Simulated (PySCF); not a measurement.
# Identify the compound

Molecular formula: CH₈OP₂Si. Simulated spectra:

$^{1}$H NMR (500 MHz, computed): δ 5.71 (m, 1H), 3.84 (s, 3H), 1.25 (m, 4H).

$^{13}$C{$^{1}$H} NMR (computed): δ 54.4 (CH3).

Relativity neglected, one computed conformer, equivalent nuclei averaged, no solvent. GIAO PBE0/pcSseg-1 shieldings; GFN2-xTB geometry; PySCF 2.14.0 with density-fitted response routines.

References, each an isolated molecule treated in the same way: $^{1}$H and $^{13}$C vs TMS.

**Question.** What is the structure?

**Answer.** 
Carbon types of the structure: 1 × CH3, leaving 5 H on heteroatoms. δC 54.4: methyl carbon bonded to O; pulled downfield by the heteroatom. δH 5.71: hydrogen on a silicon bonded to O, 2 P. δH 3.84: hydrogen on a methyl carbon bonded to O; its carbon carries O, hence the downfield position. δH 1.25: hydrogen on a phosphorus bonded to Si.

Structure: SMILES CO[SiH](P)P.

This is the structure that produced the data.

Splittings by $^{31}$P in the carbon and heteronuclear signals aren't shown, as no couplings were computed. Shifts are as computed. Against solution values, carbons near 30 ppm lie about +3 ppm off and those near 130 ppm about +5 ppm (rms about the fit 2.1 ppm; single classes can miss by 10 ppm). Of 1328 compounds with measured shifts, 309 miss one by over three times the rms of a fit or turn the order of signals round; such compounds aren't used in these exercises. Signals without a measured value on file couldn't be tested in this way; 1H shifts scatter by 0.2 ppm about their fit, and single ones miss by 0.5 ppm. Multiplicities follow the n + 1 count of equivalent neighbours, as no J values were calculated; m marks all less simple cases, F and P coupling included.
